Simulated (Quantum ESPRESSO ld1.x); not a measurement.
Sm, configuration [Kr] 4d10 4f6 5s1.75 5p6 6s2 7s0.25 (fractional occupations, a model configuration). Calculated with ld1.x of Quantum ESPRESSO 7.5: Dirac Kohn-Sham, LDA (Slater exchange, Perdew-Wang correlation), spin-unpolarised, spherical densities, point nucleus; open shells are shared between the two j in proportion to 2j + 1. Some entries of the table are withheld. Estimate them.

orbital     occ.  eigenvalue (Ry)  <1/r> (bohr^-1)
1s1/2          2         -3424.38            68.78
2s1/2          2         -559.526            16.34
2p1/2          2         -530.556            16.33
2p3/2          4         -486.299            14.55
3s1/2          2         -122.669            5.937
3p1/2          2         -110.180            5.856
3p3/2          4         -101.222            5.408
3d3/2          4         -79.4899              (1)
3d5/2          6         -77.5424              (2)
4s1/2          2         -24.4650            2.479
4p1/2          2         -19.6785            2.373
4p3/2          4         -17.7008            2.220
4d3/2          4         -9.81249            2.000
4d5/2          6         -9.45935            1.962
5s1/2       1.75              (3)           0.9491
5p1/2          2              (4)              (5)
5p3/2          4              (6)              (7)
4f5/2    2.57143         -0.37291            1.376
6s1/2          2              (8)           0.3091
4f7/2    3.42857         -0.33263            1.357
7s1/2       0.25         -0.04769          0.09855

Answer. 
(1) 3d3/2 <1/r> (bohr^-1): 5.285
(2) 3d5/2 <1/r> (bohr^-1): 5.172
(3) 5s1/2 eigenvalue (Ry): -3.33577
(4) 5p1/2 eigenvalue (Ry): -2.04267
(5) 5p1/2 <1/r> (bohr^-1): 0.8326
(6) 5p3/2 eigenvalue (Ry): -1.77585
(7) 5p3/2 <1/r> (bohr^-1): 0.7775
(8) 6s1/2 eigenvalue (Ry): -0.33847
